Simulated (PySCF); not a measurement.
Calculation: TPSSh-D3(BJ)/def2-TZVP // B3LYP-D3(BJ)/def2-SVP run with PySCF. Gas-phase values, no solvent. One relaxed conformer stands for a flexible species; it need not be the lowest. Excitations are Tamm–Dancoff values on a coarser integration grid. The basis has no diffuse functions, so Rydberg states are missing or too high.

Reference species (SMILES): `Bc1cc(C=C)c2sccc2c1` (neutral, multiplicity 1).

| Property | Result |
|---|---|
| HOMO | -5.86 eV |
| T1 excitation (TDA) | 2.73 eV |
| S1 oscillator strength | 0.046 |

Changed species: `Bc1c(C=C)sc2ccccc12`.

Problem. Predict the effect on the HOMO, T1 excitation (TDA) and S1 oscillator strength.

Solution. the HOMO drops by 0.12 eV, to -5.98 eV; the T1 excitation (TDA) falls by 0.44 eV, to 2.29 eV; the S1 oscillator strength is nearly the same.
